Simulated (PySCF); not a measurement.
[Tm(NH3)3]3+ at several levels of theory

Computed with PySCF 2.14.0 (density fitting, no spin-orbit coupling) at the geometry relaxed with PBE0:

```xyz
13
[Tm(NH3)3]3+ (singlet in the valence; each metal's 4f electrons, 12 of them, lie in its core potential, out of spins and levels)
Tm    0.0000    0.0000    0.6975
N     2.2346   -0.0011   -0.0431
H     2.9313   -0.3163    0.6598
H     2.4491   -0.6053   -0.8587
H     2.6120    0.9195   -0.3363
N    -1.1164    1.9358   -0.0431
H    -1.1918    2.6967    0.6598
H    -0.7004    2.4236   -0.8587
H    -2.1023    1.8023   -0.3363
N    -1.1183   -1.9347   -0.0431
H    -1.7396   -2.3805    0.6598
H    -1.7487   -1.8184   -0.8587
H    -0.5096   -2.7218   -0.3363
```

```csv
level,basis,state,HOMO (eV),gap (eV),charge on Tm1 (e),population of f-type functions on Tm1 (polarisation alone where 4f lies in the core),dipole about the centre of mass (D),largest force component (eV/Å)
PBE0,"Tm lcecp-1-SVP with ECP58, N def2-SVP, H def2-SVP",singlet,-24.91,8.40,1.78,0.03,2.77,0.01
CAM-B3LYP,the same,singlet,-26.33,10.73,1.76,0.03,2.71,0.06
```

In the lcecp rows the 4f levels are missing from HOMO and gap, and the state counts the valence alone.

Charges are Mulliken's, which hang on the basis. The relaxation used the grid (50, 194), these runs (75, 302) or, all-electron (x2c bases, spin-free X2C Hamiltonian), (99, 590).

Problem. What does M06-L with Tm lcecp-1-SVP with ECP58, N def2-SVP, H def2-SVP give here?

Solution. state singlet, HOMO (eV) -23.70, gap (eV) 6.95, charge on Tm1 (e) 1.88, population of f-type functions on Tm1 (polarisation alone where 4f lies in the core) 0.02, dipole about the centre of mass (D) 2.66, largest force component (eV/Å) 0.16. Time: 43 s on 2 threads of Intel(R) Xeon(R) Processor @ 2.50GHz (Skylake/Cascade Lake), with other jobs on the host, from an already converged density.

In the first row's basis the gap widens with exact exchange: 6.9 eV for M06-L (none); 8.4 eV for PBE0 (a fixed share); 10.7 eV for CAM-B3LYP (rising or full at long range).

No frequency check is given that shows the relaxed geometry to be a minimum, and it was reached by following one of several unstable modes of a saddle point. An lcecp potential fixes the number of 4f electrons, so in runs with it no electron can move into or out of that shell.
